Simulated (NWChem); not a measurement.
Everything below was run with NWChem. System: FISn, charge 0, spin multiplicity 1, at a geometry optimised with B3LYP/def2-SVP with def2 effective core potentials on Sn, I. The structure started from a generated list of species. Level: G0W0@PBE/def2-SVPD with def2 effective core potentials on Sn, I, RI basis def2-svpd-rifit, no spin-orbit coupling.

Part of the output:

```
             Northwest Computational Chemistry Package (NWChem) 7.3.0
             --------------------------------------------------------

                                NWChem Input Module
                                -------------------

 Scaling coordinates for geometry "geometry" by  1.889725989
 (inverse scale =  0.529177249)

 Turning off AUTOSYM since
 SYMMETRY directive was detected!

                             Geometry "geometry" -> ""
                             -------------------------

 Output coordinates in angstroms (scale by  1.889725989 to convert to a.u.)

  No.       Tag          Charge          X              Y              Z
 ---- ---------------- ---------- -------------- -------------- --------------
    1 Sn                  50.0000    -0.93555900    -0.89877200     0.00000000
    2 F                    9.0000     0.36010500    -2.37490100     0.00000000
    3 I                   53.0000     0.82145300     1.25118300     0.00000000

 Effective nuclear repulsion energy (a.u.)     695.3487268137

            Nuclear Dipole moment (a.u.)
            ----------------------------
        X                 Y               Z
 ---------------- ---------------- ----------------
     0.0000075589    -0.0000188973     0.0000000000

      Symmetry information
      --------------------

 Group name             Cs
 Group number              2
 Group order               2
 No. of unique centers     3

      Symmetry unique atoms

     1    2    3


 Summary of "ao basis" -> "" (spherical)
 ------------------------------------------------------------------------------
       Tag                 Description            Shells   Functions and Types
 ---------------- ------------------------------  ------  ---------------------
 *                         def2-svpd                  on all atoms

 Summary of "ri basis" -> "" (spherical)
 ------------------------------------------------------------------------------
       Tag                 Description            Shells   Functions and Types
 ---------------- ------------------------------  ------  ---------------------
 *                      def2-svpd-rifit               on all atoms

  pbe96 is a nonlocal functional; adding pw91lda local functional.

                                 NWChem DFT Module
                                 -----------------

 Summary of "ao basis" -> "ao basis" (spherical)
 ------------------------------------------------------------------------------
[...]
     4      0.612383  1 Sn s                 15      0.614528  1 Sn px
    16     -0.595675  1 Sn py                36     -0.482024  2 F  s
    12      0.365995  1 Sn px                13     -0.347036  1 Sn py
     3      0.234688  1 Sn s                 44     -0.213509  2 F  py
    43      0.210637  2 F  px                35     -0.179524  2 F  s

 center of mass
 --------------
 x =   0.00558781 y =   0.05508322 z =   0.00000000

 moments of inertia (a.u.)
 ------------------
        1431.379579630327        -761.688412312095           0.000000000000
        -761.688412312095         683.101025874500           0.000000000000
           0.000000000000           0.000000000000        2114.480605504827

     Multipole analysis of the density
     ---------------------------------

     L   x y z        total         alpha         beta         nuclear
     -   - - -        -----         -----         ----         -------
     0   0 0 0     -0.000000    -28.000000    -28.000000     56.000000

     1   1 0 0     -1.225778     -3.631700     -3.631700      6.037622
     1   0 1 0      0.094465      9.370685      9.370685    -18.646905
     1   0 0 1      0.000000      0.000000      0.000000      0.000000

     2   2 0 0    -40.318585    -86.746537    -86.746537    133.174489
     2   1 1 0      3.234924    -63.548338    -63.548338    130.331600
     2   1 0 1     -0.000000     -0.000000     -0.000000      0.000000
     2   0 2 0    -46.534339   -215.514113   -215.514113    384.493887
     2   0 1 1     -0.000000     -0.000000     -0.000000      0.000000
     2   0 0 2    -39.945870    -19.972935    -19.972935      0.000000

 Task  times  cpu:       10.4s     wall:       10.4s

                                NWChem Input Module
                                -------------------

                                 NWChem GW Module
                                 ----------------

                             ***********************
                             ***        GW       ***
                             ***********************

 Summary of "ri basis" -> "ri basis" (spherical)
 ------------------------------------------------------------------------------
       Tag                 Description            Shells   Functions and Types
 ---------------- ------------------------------  ------  ---------------------
 Sn                     def2-svpd-rifit             34      130   10s9p8d5f2g
 F                      def2-svpd-rifit             20       64   7s6p5d2f
 I                      def2-svpd-rifit             34      130   10s9p8d5f2g

                 Memory Information
                 ------------------
          Available GA per process is          1699.9 MBs
          Available stack per process is        700.0 MBs
          Available heap per process is           0.0 MBs

          Peak memory in Initialization
              Peak GA per process is                  7.4 MBs
              Peak stack per process is               0.1 MBs
              Peak heap per process is                7.8 MBs
              Memory not in MA per process            0.0 MBs

          Peak memory in AFF Calculation
              Peak GA per process is                 33.8 MBs
              Peak stack per process is              23.0 MBs
              Peak heap per process is                0.0 MBs
              Memory not in MA per process           23.0 MBs

          Computing 2-center integrals
          Computing Inverse Cholesky factor
          Computing 3-center integrals
          Computing V_xc ...

          Computing Sigma_x
          Computing RPA polarizability
          Solving quasiparticle equations

                  Alpha Orbitals
          State     Energy (eV)     Error (eV)
          -----------------------------------
@GW        25        -11.356           0.004
@GW        26         -9.025           0.005
@GW        27         -8.689           0.004
@GW        28         -8.560           0.004
@GW        29         -1.324           0.002
@GW        30          0.711           0.002

   Applying  -2.0420 eV scissor-shift to rest of particle states

   Applying   2.5514 eV scissor-shift to rest of hole states

     GW Timing Statistics
   ------------------------
   Init.   :          0.1s
     ERIs  :          0.7s
     Distr.:          0.0s
     Vxc   :          0.3s
   Sigma_x :          0.0s
   RPA     :          1.2s
   Wmn     :          0.0s
   Sigma_c :          0.0s
   GW total:          2.4s

 Task  times  cpu:        2.4s     wall:        2.4s

 Total times  cpu:       12.8s     wall:       12.8s
```

**Question.** Write an NWChem input that would produce this output.

**Answer.** This is not unique; one that fits is 
```
start mol
memory heap 200 mb stack 700 mb global 1700 mb
geometry units angstroms nocenter noautoz
  Sn    -0.935559    -0.898772     0.000000
  F      0.360105    -2.374901     0.000000
  I      0.821453     1.251183     0.000000
  symmetry group Cs
end
basis spherical
  * library def2-svpd
end
ecp
  Sn library def2-ecp
  I library def2-ecp
end
basis "ri basis" bse spherical
  * library def2-svpd-rifit
end
dft
  xc xpbe96 cpbe96
  iterations 100
  direct
  tolerances tight
end
task dft energy
gw
  states alpha occ 4 vir 2
end
task dft gw
```
